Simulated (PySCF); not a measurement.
# Calculated NMR parameters of CCP1(=O)CC[SiH2]CC1

| Property | Result |
| --- | --- |
| Formula | C6H15OPSi |
| SMILES | CCP1(=O)CC[SiH2]CC1 |
| InChI | InChI=1S/C6H15OPSi/c1-2-8(7)3-5-9-6-4-8/h2-6,9H2,1H3 |
| Carbon signals | 4 |
| Proton signals | 8 |

Numbering as in the mapped SMILES `[CH3:1][CH2:2][P:3]1(=[O:4])[CH2:5][CH2:6][SiH2:7][CH2:8][CH2:9]1`. Each H is labelled by its parent atom.

[PySCF: coordinates at the GFN2-xTB level; GIAO PBE0/pcSseg-1 shieldings; one computed conformer; non-relativistic Hamiltonian; rapidly exchanging positions averaged; no solvent]

Shifts are taken against calculated references (same method and geometry level): 1H (σ = 31.72 ppm), 13C (σ = 186.93 ppm), 29Si (σ = 349.16 ppm) against TMS; H3PO4 for 31P (σ = 318.38 ppm); H2O for 17O (σ = 336.08 ppm).

```tsv
carbon	δC, type	δH (multiplicity)	HMBC from (2–3 bonds)	span of the C tensor (ppm)
C1	8.8, CH3	0.89 (m)	H(C2)	15
C2	31.1, CH2	1.74 (m)	Ha(C5)/Ha(C9), Hb(C5)/Hb(C9), H(C1)	36
C5/C9	27.0, CH2	Ha(C5) 1.84 (m); Hb(C5) 1.51 (m)	Hb(Si7), Ha(Si7), Ha(C6)/Hb(C8), Ha(C5)/Ha(C9), H(C2), Hb(C5)/Hb(C9), Hb(C6)/Ha(C8)	19
C6/C8	4.0, CH2	Ha(C6) 1.90 (m); Hb(C6) 1.05 (m)	Hb(Si7), Ha(Si7), Ha(C6)/Hb(C8), Ha(C5)/Ha(C9), Hb(C5)/Hb(C9), Hb(C6)/Ha(C8)	12
```

Other nuclei:
```csv
atoms,nucleus,environment,δ (ppm),σ (ppm)
Hb(Si7),1H,"hydrogen on a silicon bonded to 2 C, in a 6-membered ring",4.11,27.60
Ha(Si7),1H,"hydrogen on a silicon bonded to 2 C, in a 6-membered ring",3.99,27.72
P3,31P,"phosphorus bonded to 3 C, O, in a 6-membered ring",13.9,304.5
Si7,29Si,"silicon bonded to 2 C, 2 H, in a 6-membered ring",-45.6,394.7
O4,17O,P=O oxygen,87.7,248.4
```

- δC 31.1, 27.0: sp3 CH2 bonded to P.
- δC 8.8: methyl carbon; aliphatic region, no heteroatom directly attached.
- δC 4.0: sp3 CH2 bonded to Si; an electropositive neighbour leaves it electron-rich and shielded.
- δH 4.11, 3.99: hydrogen on a silicon bonded to 2 C, in a 6-membered ring.
- δH 1.84, 1.74, 1.51: hydrogen on an sp3 CH2 bonded to P.

Splittings by 31P in the carbon and heteronuclear signals aren't shown, as no couplings were computed. Shifts are as computed. Against solution values, carbons near 30 ppm lie about +3 ppm off and those near 130 ppm about +5 ppm. Of 1211 compounds with measured shifts, 218 miss one by over three times the rms of a fit or turn the order of signals round; such compounds aren't used in these exercises. Experimental scales use liquid or dissolved standards, which lie at an offset from isolated H2O (liquid H2O: subtract about 36 ppm) and H3PO4. Multiplicities follow the n + 1 count of equivalent neighbours, as no J values were calculated; m marks all less simple cases, F and P coupling included.
